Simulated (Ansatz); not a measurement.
`CB(F)[SiH2]O` + `N=CF` → `O[SiH2]/N=C/F` + `CBF`  (cleavage of the Si–B bond)

Program: Ansatz. Geometries: PBE0-D4/def2-TZVP. ΔE: electronic, gas phase. CCSD(T)/CBS adds triple-zeta CCSD(T) − MP2 to the extrapolated MP2 energy (def2 sets, frozen cores). This one scheme is used for every species. Functionals use def2-TZVPP. One conformer a species, not always the lowest.

```csv
level,ΔE (kJ/mol),difference from CCSD(T)/CBS
PBE-D4,-84.3,15.5
r2SCAN-D4,-98.0,1.8
ωB97X-V,-96.7,3.1
PBE,-85.0,14.8
MP2/def2-TZVPP,-110.5,-10.7
SCS-MP2/def2-TZVPP,-109.1,-9.3
CCSD/def2-TZVPP,-100.1,-0.3
CCSD(T)/def2-TZVPP,-99.0,0.8
MP2/def2-QZVPP,-111.4,-11.6
SCS-MP2/def2-QZVPP,-109.9,-10.1
CCSD(T)/CBS,-99.8,0
```

Largest T1 diagnostic among the species: 0.013.

From PBE to PBE0 (25 % exact exchange), in def2-TZVPP and without D4, ΔE moves by −6.1 kJ/mol. In def2-TZVPP, CCSD(T) changes the Hartree–Fock value by +16.7 kJ/mol (the triples alone add +1.1 kJ/mol) and MP2 by +5.3 kJ/mol.
